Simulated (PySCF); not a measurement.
Breaking a bond: AgCl, singlet.

Computed with: RKS-wB97X-V = restricted wB97X-V/def2-TZVP, def2 effective core potentials past Kr run with PySCF 2.14.0; RKS-BLYP = PySCF with restricted BLYP/def2-TZVP, def2 effective core potentials past Kr; RHF/def2-TZVP, def2 effective core potentials past Kr (PySCF).

Magnitude of the dipole moment (D; its direction can reverse along the curve, and a method can change to another solution) and Mulliken charge of the fragment that holds Ag1:

```json
[
 {"R / Å": "1.73", "μ RKS-wB97X-V": "4.22", "q RKS-wB97X-V": "0.74", "μ RKS-BLYP": "3.20", "q RKS-BLYP": "0.67", "μ RHF": "5.05", "q RHF": "0.87"},
 {"R / Å": "1.82", "μ RKS-wB97X-V": "4.50", "q RKS-wB97X-V": "0.67", "μ RKS-BLYP": "3.45", "q RKS-BLYP": "0.59", "μ RHF": "5.34", "q RHF": "0.80"},
 {"R / Å": "1.94", "μ RKS-wB97X-V": "4.89", "q RKS-wB97X-V": "0.59", "μ RKS-BLYP": "3.78", "q RKS-BLYP": "0.51", "μ RHF": "5.74", "q RHF": "0.73"},
 {"R / Å": "2.04", "μ RKS-wB97X-V": "5.22", "q RKS-wB97X-V": "0.55", "μ RKS-BLYP": "4.05", "q RKS-BLYP": "0.46", "μ RHF": "6.10", "q RHF": "0.69"},
 {"R / Å": "2.15", "μ RKS-wB97X-V": "5.61", "q RKS-wB97X-V": "0.52", "μ RKS-BLYP": "4.35", "q RKS-BLYP": "0.43", "μ RHF": "6.53", "q RHF": "0.66"},
 {"R / Å": "2.21", "μ RKS-wB97X-V": "5.83", "q RKS-wB97X-V": "0.51", "μ RKS-BLYP": "4.52", "q RKS-BLYP": "0.41", "μ RHF": "6.78", "q RHF": "0.65"},
 {"R / Å": "2.29", "μ RKS-wB97X-V": "6.14", "q RKS-wB97X-V": "0.50", "μ RKS-BLYP": "4.74", "q RKS-BLYP": "0.40", "μ RHF": "7.13", "q RHF": "0.64"},
 {"R / Å": "2.35", "μ RKS-wB97X-V": "6.38", "q RKS-wB97X-V": "0.50", "μ RKS-BLYP": "4.90", "q RKS-BLYP": "0.40", "μ RHF": "7.40", "q RHF": "0.64"},
 {"R / Å": "2.43", "μ RKS-wB97X-V": "6.71", "q RKS-wB97X-V": "0.50", "μ RKS-BLYP": "5.12", "q RKS-BLYP": "0.39", "μ RHF": "7.78", "q RHF": "0.64"},
 {"R / Å": "2.53", "μ RKS-wB97X-V": "7.13", "q RKS-wB97X-V": "0.51", "μ RKS-BLYP": "5.37", "q RKS-BLYP": "0.39", "μ RHF": "8.27", "q RHF": "0.65"},
 {"R / Å": "2.66", "μ RKS-wB97X-V": "7.69", "q RKS-wB97X-V": "0.53", "μ RKS-BLYP": "5.69", "q RKS-BLYP": "0.39", "μ RHF": "8.92", "q RHF": "0.66"},
 {"R / Å": "2.83", "μ RKS-wB97X-V": "8.43", "q RKS-wB97X-V": "0.55", "μ RKS-BLYP": "6.07", "q RKS-BLYP": "0.40", "μ RHF": "9.81", "q RHF": "0.69"},
 {"R / Å": "3.09", "μ RKS-wB97X-V": "9.55", "q RKS-wB97X-V": "0.58", "μ RKS-BLYP": "6.57", "q RKS-BLYP": "0.41", "μ RHF": "11.21", "q RHF": "0.72"},
 {"R / Å": "3.42", "μ RKS-wB97X-V": "10.94", "q RKS-wB97X-V": "0.62", "μ RKS-BLYP": "7.10", "q RKS-BLYP": "0.41", "μ RHF": "13.02", "q RHF": "0.76"},
 {"R / Å": "3.78", "μ RKS-wB97X-V": "12.36", "q RKS-wB97X-V": "0.63", "μ RKS-BLYP": "7.57", "q RKS-BLYP": "0.40", "μ RHF": "15.00", "q RHF": "0.80"},
 {"R / Å": "4.11", "μ RKS-wB97X-V": "13.54", "q RKS-wB97X-V": "0.64", "μ RKS-BLYP": "—", "q RKS-BLYP": "—", "μ RHF": "16.80", "q RHF": "0.82"},
 {"R / Å": "4.57", "μ RKS-wB97X-V": "15.00", "q RKS-wB97X-V": "0.65", "μ RKS-BLYP": "—", "q RKS-BLYP": "—", "μ RHF": "19.25", "q RHF": "0.85"},
 {"R / Å": "5.05", "μ RKS-wB97X-V": "16.34", "q RKS-wB97X-V": "0.65", "μ RKS-BLYP": "—", "q RKS-BLYP": "—", "μ RHF": "21.69", "q RHF": "0.88"},
 {"R / Å": "5.55", "μ RKS-wB97X-V": "17.60", "q RKS-wB97X-V": "0.64", "μ RKS-BLYP": "—", "q RKS-BLYP": "—", "μ RHF": "24.04", "q RHF": "0.89"},
 {"R / Å": "6.20", "μ RKS-wB97X-V": "19.14", "q RKS-wB97X-V": "0.64", "μ RKS-BLYP": "—", "q RKS-BLYP": "—", "μ RHF": "26.71", "q RHF": "0.89"},
 {"R / Å": "6.82", "μ RKS-wB97X-V": "20.56", "q RKS-wB97X-V": "0.63", "μ RKS-BLYP": "—", "q RKS-BLYP": "—", "μ RHF": "28.89", "q RHF": "0.88"},
 {"R / Å": "8.05", "μ RKS-wB97X-V": "23.37", "q RKS-wB97X-V": "0.60", "μ RKS-BLYP": "—", "q RKS-BLYP": "—", "μ RHF": "32.75", "q RHF": "0.85"},
 {"R / Å": "9.20", "μ RKS-wB97X-V": "26.02", "q RKS-wB97X-V": "0.59", "μ RKS-BLYP": "—", "q RKS-BLYP": "—", "μ RHF": "36.21", "q RHF": "0.82"}
]
```

Dashes: no converged value, or the column stops at the first point that the program doubted or that broke a chosen test of continuity, which isn't proof of a fault.

At the longest distance RKS-wB97X-V leaves fractional charges on the fragments, a sign of delocalisation error or of the restricted form. The restricted form behind RKS-wB97X-V, RKS-BLYP, RHF keeps the bonding electrons paired and can't separate into open-shell fragments.
